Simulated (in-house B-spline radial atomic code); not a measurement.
## Ionising Ba4+ with different functionals

Computed with a B-spline radial code for spherical atoms: four-component Dirac-Coulomb Hamiltonian, Fermi nucleus of rms radius 4.8378 fm, spin-restricted, spherical fractional occupations for the functionals. The ionisation energy is the difference of two self-consistent energies, [Kr] 4d10 5s2 5p4 → [Kr] 4d10 5s2 5p3, without Breit or QED terms; ε is the level of the shell that loses the electron (mean over j). The electron is taken from both j subshells in proportion to 2j + 1, so the result is a j average, not the step between ground levels.

Hybrids are left out here: with spherical fractional occupations of an open shell their exact exchange keeps a self-interaction that integer-occupation calculations don't have.

| method | rung | ΔSCF (eV) | -ε(5p) (eV) |
| --- | --- | --- | --- |
| LDA VWN5 | LDA | 60.43 | 54.27 |
| relativistic LDA | LDA | 60.40 | 54.24 |
| LDA PW92 | LDA | 60.43 | 54.27 |
| LDA exchange-only | LDA | 58.88 | 52.73 |
| PBE | GGA | 60.14 | 54.02 |
| PBEsol | GGA | 60.21 | 54.07 |
| BLYP | GGA | 59.99 | 53.84 |
| RPBE | GGA | 60.08 | 53.96 |
| PW91 | GGA | 60.24 | 54.10 |
| BP86 | GGA | 60.30 | 54.16 |
| AM05 | GGA | 60.20 | 54.06 |
| OLYP | GGA | 60.17 | 54.06 |

Task: How do they compare with the NIST value?

Result: NIST lists 58 eV ± 1.9 (tabulated theory, ground level to ground level). Errors run from +0.88 to +2.43 eV; all lie within about twice that uncertainty, so the table can't rank the methods.
